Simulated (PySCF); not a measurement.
Several molecules and their computed UV-vis stick spectra, shuffled. Theory: TDDFT PBE0/def2-SVPD, vertical, gas phase, core orbitals frozen in the response in PySCF. Geometries: GFN2-xTB; one conformer of each isolated species. Triplets are in the Tamm–Dancoff approximation. Ions are computed without counter-ions or solvent.

A. `[H]/N=C/CNCC`
B. `[H]/N=C/[C@H](C)NC`
C. `C([NH2+]C)C=C`
D. `COC(=O)C1=CC=C[SiH2]1`
E. `FC([C@H](CC)N)(F)F`

Lowest singlet levels (six at most, fewer where fewer were computed) with oscillator strengths:

1. 189 nm (f 0.011); 160 nm (f 0.221); 154 nm (f 0.000); 151 nm (f 0.175); 147 nm (f 0.001); 145 nm (f 0.019); T1 4.57 eV
2. 261 nm (f 0.000); 224 nm (f 0.001); 206 nm (f 0.019); 188 nm (f 0.004); 181 nm (f 0.002); 177 nm (f 0.010); T1 4.33 eV
3. 307 nm (f 0.162); 301 nm (f 0.000); 232 nm (f 0.001); 225 nm (f 0.013); 212 nm (f 0.003); 204 nm (f 0.038); T1 2.34 eV
4. 179 nm (f 0.022); 163 nm (f 0.002); 161 nm (f 0.003); 149 nm (f 0.021); 142 nm (f 0.007); 140 nm (f 0.007); T1 6.63 eV
5. 263 nm (f 0.002); 227 nm (f 0.001); 206 nm (f 0.005); 188 nm (f 0.007); 183 nm (f 0.002); 180 nm (f 0.031); T1 4.33 eV

Task: Which spectrum belongs to which structure?

Result: 1 = C, 2 = A, 3 = D, 4 = E, 5 = B.
- A: S1 at 4.75 eV, HOMO→LUMO (95%); Löwdin shares by element: HOMO nitrogen 55% or more, carbon 24% or more (atoms not listed hold the other 20%); LUMO carbon 47% or more, nitrogen 36% or more, hydrogen 6% or more; HOMO -6.34 and LUMO -0.20 eV.
- B: S1 at 4.72 eV, HOMO→LUMO (95%); Löwdin shares by element: HOMO nitrogen 57% or more, carbon 24% or more (atoms not listed hold the other 19%); LUMO carbon 42% or more, nitrogen 35% or more, hydrogen 6% or more (atoms not listed hold the other 16%); HOMO -6.31 and LUMO -0.24 eV.
- C: S1 at 6.55 eV, HOMO→LUMO (99%); Löwdin shares by element: HOMO carbon 85% or more; LUMO hydrogen 33% or more, nitrogen 16%, carbon 13% or more (atoms not listed hold the other 39%); HOMO -12.33 and LUMO -4.59 eV; point group Cs, 1 of its 6 listed states under f = 0.0005.
- D: S1 at 4.04 eV, HOMO→LUMO (98%); Löwdin shares by element: HOMO carbon 80% or more (atoms not listed hold the other 20%); LUMO carbon 67% or more (atoms not listed hold the other 33%); HOMO -7.09 and LUMO -2.32 eV.
- E: S1 at 6.94 eV, HOMO→LUMO (82%), HOMO→LUMO+1 (15%); Löwdin shares by element: HOMO nitrogen 64%, carbon 16% or more, hydrogen 6% or more (atoms not listed hold the other 15%); LUMO carbon 19% or more, hydrogen 18% or more (atoms not listed hold the other 63%); HOMO -7.60 and LUMO 0.71 eV.
A and B have S1 within 0.04 eV of each other; their strongest listed levels stand at 6.03 eV (f 0.019) and 6.91 eV (f 0.031).

Without π bonds the low states may be Rydberg-like; a valence basis with one diffuse set may place them up to an eV too high.
